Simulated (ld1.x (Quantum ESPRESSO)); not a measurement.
# Scattering properties, PAW potential for Cu

```json
{
 "Element": "copper (Cu)",
 "Generator": "ld1.x (Quantum ESPRESSO) 7.5",
 "Type": "PAW",
 "Functional": "LDA (PZ)",
 "Relativity": "non-relativistic",
 "Frozen core": "[Ar]",
 "Valence charge": "11",
 "Reference configuration": "3d10 4s0.5 4p0 (charge +0.5)",
 "Partial waves": "4s (bound): rcut 2.10, rcutus 2.50 bohr; 4s channel at 4 Ry: rcut 2.10, rcutus 2.50 bohr; 4p (bound, empty): rcut 2.80, rcutus 3.55 bohr; 4p channel at 0.25 Ry: rcut 2.80, rcutus 3.55 bohr; 3d (bound): rcut 1.35, rcutus 1.45 bohr; 3d channel at -0.05 Ry: rcut 1.35, rcutus 1.45 bohr; 4f channel at 0.2 Ry: rcut 3.05, rcutus 3.40 bohr; 4f channel at 1.35 Ry: rcut 3.05, rcutus 3.40 bohr",
 "Local potential": "all-electron potential smoothed inside 1.55 bohr (lloc = -1)",
 "Core correction": "Bessel-smoothed model core inside 1.25 bohr",
 "Augmentation charge": "PSQ, inside the norm-conserving radii"
}
```

The phase is arctan(r·u′/u) with u = r·R(r), unwrapped; energies in Ry, scanned from -3 to 5 Ry. A pole is an energy at which the radial function vanishes at the test radius. The pseudo phase is shifted by a multiple of π to meet the all-electron one at the reference energy, and phase errors are pseudo minus all-electron; the curves can meet again beyond the range given. Levels narrower than the energy grid can be missing from the lists of poles.

| channel | radius (bohr) | reference energy (Ry) | poles, all-electron | poles, pseudo | unbroken range about the reference energy with phases within 0.05 rad | phase error 1 Ry above the reference energy (rad) |
| --- | --- | --- | --- | --- | --- | --- |
| s | 3.86 | -0.60 | -0.32, 2.69 | -0.32, 2.67 | below 4.1 | -0.003 |
| p | 3.86 | -0.26 | 0.28, 3.36 | 0.28, 3.00 | below 1.4 | -0.001 |
| d | 3.86 | -0.71 | -0.69, 1.39, 4.66 | -0.69, 1.39, 4.68 | the whole range | +0.000 |
| f | 3.86 | 0.20 | 2.19 | 2.18 | below 3.3 | -0.000 |

The ghost test of this file was not conclusive. Its overlap operator is not positive definite in a basis up to 400 Ry (lowest eigenvalue f -7.18), so the file is unfit for use: the generalised eigenproblem breaks down once the basis is large enough, and its test numbers describe a broken file.

Phases in the p channel:

```json
{"E (Ry)": "-3.00", "all-electron": "1.411", "pseudo": "1.410"}
{"E (Ry)": "-2.76", "all-electron": "1.403", "pseudo": "1.402"}
{"E (Ry)": "-2.52", "all-electron": "1.393", "pseudo": "1.393"}
{"E (Ry)": "-2.28", "all-electron": "1.382", "pseudo": "1.382"}
{"E (Ry)": "-2.04", "all-electron": "1.369", "pseudo": "1.368"}
{"E (Ry)": "-1.80", "all-electron": "1.351", "pseudo": "1.351"}
{"E (Ry)": "-1.56", "all-electron": "1.329", "pseudo": "1.329"}
{"E (Ry)": "-1.32", "all-electron": "1.298", "pseudo": "1.297"}
{"E (Ry)": "-1.08", "all-electron": "1.250", "pseudo": "1.250"}
{"E (Ry)": "-0.84", "all-electron": "1.166", "pseudo": "1.165"}
{"E (Ry)": "-0.60", "all-electron": "0.969", "pseudo": "0.969"}
{"E (Ry)": "-0.36", "all-electron": "0.175", "pseudo": "0.175"}
{"E (Ry)": "-0.12", "all-electron": "-1.144", "pseudo": "-1.144"}
{"E (Ry)": "0.12", "all-electron": "-1.476", "pseudo": "-1.476"}
{"E (Ry)": "0.36", "all-electron": "-1.607", "pseudo": "-1.607"}
{"E (Ry)": "0.60", "all-electron": "-1.695", "pseudo": "-1.695"}
{"E (Ry)": "0.84", "all-electron": "-1.783", "pseudo": "-1.784"}
{"E (Ry)": "1.08", "all-electron": "-1.908", "pseudo": "-1.914"}
{"E (Ry)": "1.32", "all-electron": "-2.166", "pseudo": "-2.201"}
{"E (Ry)": "1.56", "all-electron": "-2.963", "pseudo": "-3.153"}
{"E (Ry)": "1.80", "all-electron": "-4.018", "pseudo": "-4.143"}
{"E (Ry)": "2.04", "all-electron": "-4.371", "pseudo": "-4.436"}
{"E (Ry)": "2.28", "all-electron": "-4.511", "pseudo": "-4.557"}
{"E (Ry)": "2.52", "all-electron": "-4.586", "pseudo": "-4.626"}
{"E (Ry)": "2.76", "all-electron": "-4.635", "pseudo": "-4.674"}
{"E (Ry)": "3.00", "all-electron": "-4.670", "pseudo": "-4.713"}
{"E (Ry)": "3.24", "all-electron": "-4.699", "pseudo": "-4.747"}
{"E (Ry)": "3.48", "all-electron": "-4.725", "pseudo": "-4.783"}
{"E (Ry)": "3.72", "all-electron": "-4.749", "pseudo": "-4.826"}
{"E (Ry)": "3.96", "all-electron": "-4.773", "pseudo": "-4.886"}
{"E (Ry)": "4.20", "all-electron": "-4.800", "pseudo": "-4.991"}
{"E (Ry)": "4.44", "all-electron": "-4.833", "pseudo": "-5.263"}
{"E (Ry)": "4.68", "all-electron": "-4.878", "pseudo": "-6.413"}
{"E (Ry)": "4.92", "all-electron": "-4.947", "pseudo": "-7.383"}
```
